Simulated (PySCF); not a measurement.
OPb, SMILES [O]=[Pb] (connectivity only; charge and spin as stated), neutral, multiplicity 1. Atoms are numbered in the order given.

```xyz
2

Pb     0.0000     0.0000    -0.1708
O      0.0000     0.0000     1.7508
```
Charge 0, spin multiplicity 1.

Geometry: B3LYP-D3(BJ)/def2-TZVP. The def2 effective core potentials stand for the cores of Pb; spin–orbit coupling is left out.

Computed with TDA-ωB97X/def2-TZVPD (PySCF).

Vertical excitations; the highest root listed may be one member of a degenerate set. Isolated molecule, no solvent. State labels are in the subgroup C2v.

Give excitation energies, oscillator strengths and character. (The exact figures need the calculation; the answer reports its results.)


```csv
state,symmetry,energy (eV),λ (nm),f,main pairs
S1,A2,3.40,364,0.000,"HOMO−1→LUMO 48 %, HOMO−2→LUMO+1 48 %"
S2,B2,3.53,351,0.026,HOMO→LUMO+1 (degenerate set)
S3,B1,3.53,351,0.026,HOMO→LUMO (degenerate set)
S4,A2,3.69,336,0.000,"HOMO−2→LUMO+1, HOMO−1→LUMO (degenerate set)"
S5,A1,3.70,336,0.000,"HOMO−1→LUMO+1, HOMO−2→LUMO (degenerate set)"
S6,A1,5.40,230,0.000,"HOMO→LUMO+2 33 %, HOMO−2→LUMO 25 %, HOMO−1→LUMO+1 25 %, HOMO→LUMO+3 9 %"
S7,B2,6.38,194,0.055,"HOMO−1→LUMO+2, HOMO−1→LUMO+3 (degenerate set)"
S8,B1,6.38,194,0.055,"HOMO−2→LUMO+2, HOMO−2→LUMO+3 (degenerate set)"
S9,A1,7.19,172,0.017,HOMO→LUMO+3 87 %
S10,B2,7.48,166,0.082,"HOMO−1→LUMO+3 53 %, HOMO−1→LUMO+2 43 %"
T1,A1,2.91,426,0,"HOMO−1→LUMO+1 47 %, HOMO−2→LUMO 47 %"
T2,B2,3.05,407,0,HOMO→LUMO+1 (degenerate set)
T3,B1,3.05,407,0,HOMO→LUMO (degenerate set)
T4,A2,3.14,395,0,"HOMO−1→LUMO 48 %, HOMO−2→LUMO+1 48 %"
```
Triplets are in the Tamm–Dancoff approximation.
